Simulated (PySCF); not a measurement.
Electron correlation in Cl⁺ (chlorine, charge +1)

[Ne] 3s2 3p3 3d1, high-spin 5D determinant (an excited configuration). Calculation: PySCF 2.14, in aug-cc-pwCVTZ (8s7p5d3f, 75 functions); no relativity, point nucleus. Frozen: 1s2; 14 electrons correlated.

```
  level  correlation energy (mhartree)
   CCSD                        -398.07
    (T)                          -5.80
CCSD(T)                        -403.87
```

Diagnostics: T1 = 0.0036, D1 = 0.0101, largest double amplitude 0.050.

The outer electron is Rydberg-like, and this basis confines it to a smaller radius and binds it less than a complete one would.

Cost of the coupled-cluster step: roughly 15 core-seconds, for 14 correlated electrons.

Iterations:

```
CC2 = 0
CCSD nocc = (np.int64(9), np.int64(5)), nmo = (74, 74)
frozen orbitals [[0], [0]]
max_cycle = 100
direct = 0
conv_tol = 1e-08
conv_tol_normt = 1e-06
diis_space = 8
diis_start_cycle = 0
Init t2, MP2 energy = -0.379483761699444
Init E_corr(UCCSD) = -0.379483761720846
cycle = 1  E_corr(UCCSD) = -0.393264452713609  dE = -0.013780691  norm(t1,t2) = 0.0360878
cycle = 2  E_corr(UCCSD) = -0.39684065766243  dE = -0.00357620495  norm(t1,t2) = 0.0107799
cycle = 3  E_corr(UCCSD) = -0.398090006399839  dE = -0.00124934874  norm(t1,t2) = 0.00400839
cycle = 4  E_corr(UCCSD) = -0.398074626408306  dE = 1.53799915e-05  norm(t1,t2) = 0.000568892
cycle = 5  E_corr(UCCSD) = -0.398064606830306  dE = 1.0019578e-05  norm(t1,t2) = 0.000123174
cycle = 6  E_corr(UCCSD) = -0.398067984380575  dE = -3.37755027e-06  norm(t1,t2) = 3.99968e-05
cycle = 7  E_corr(UCCSD) = -0.39806778730011  dE = 1.97080464e-07  norm(t1,t2) = 8.31067e-06
cycle = 8  E_corr(UCCSD) = -0.398067710328327  dE = 7.69717835e-08  norm(t1,t2) = 1.31567e-06
cycle = 9  E_corr(UCCSD) = -0.398067735924474  dE = -2.55961471e-08  norm(t1,t2) = 3.04449e-07
cycle = 10  E_corr(UCCSD) = -0.398067731663036  dE = 4.26143754e-09  norm(t1,t2) = 8.29538e-08
UCCSD converged
E(UCCSD) = -458.9771742863352  E_corr = -0.3980677316630364
UCCSD(T) correction = -0.00580471696369373
```
